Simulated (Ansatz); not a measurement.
F2S2W (`[F][W]([F])(=[S])=[S]`) at its PBE0-D4/def2-TZVP geometry, where that method's forces vanish. The species carries charge 0 and has multiplicity 1. W: def2 effective core potential.

```json
{"atom": "F1", "x (Å)": "-0.7390", "y (Å)": "1.3894", "z (Å)": "1.0528"}
{"atom": "W2", "x (Å)": "0.0461", "y (Å)": "0.0529", "z (Å)": "0.0581"}
{"atom": "F3", "x (Å)": "1.8562", "y (Å)": "-0.1089", "z (Å)": "0.3573"}
{"atom": "S4", "x (Å)": "-0.8889", "y (Å)": "-1.7824", "z (Å)": "0.5227"}
{"atom": "S5", "x (Å)": "-0.2744", "y (Å)": "0.4491", "z (Å)": "-1.9909"}
```

(1) For each bond, give half the difference of the two atoms' forces along it (eV/Å; positive pushes the atoms apart) under PBE-D4, r2SCAN-D4, B3LYP-D4, ωB97M-V in def2-TZVPP. (Best estimate.)

Results:

(1) Computed: 
| bond | length (Å) | PBE-D4 | r2SCAN-D4 | B3LYP-D4 | ωB97M-V |
| --- | --- | --- | --- | --- | --- |
| F1–W2 | 1.842 | 0.16 | -0.04 | 0.16 | 0.14 |
| W2–F3 | 1.842 | 0.16 | -0.04 | 0.16 | 0.14 |
| W2–S4 | 2.111 | 0.49 | 0.31 | 0.30 | -0.25 |
| W2–S5 | 2.111 | 0.49 | 0.31 | 0.30 | -0.25 |

B3LYP here is the variant with VWN-RPA as its local correlation; programs differ in this.
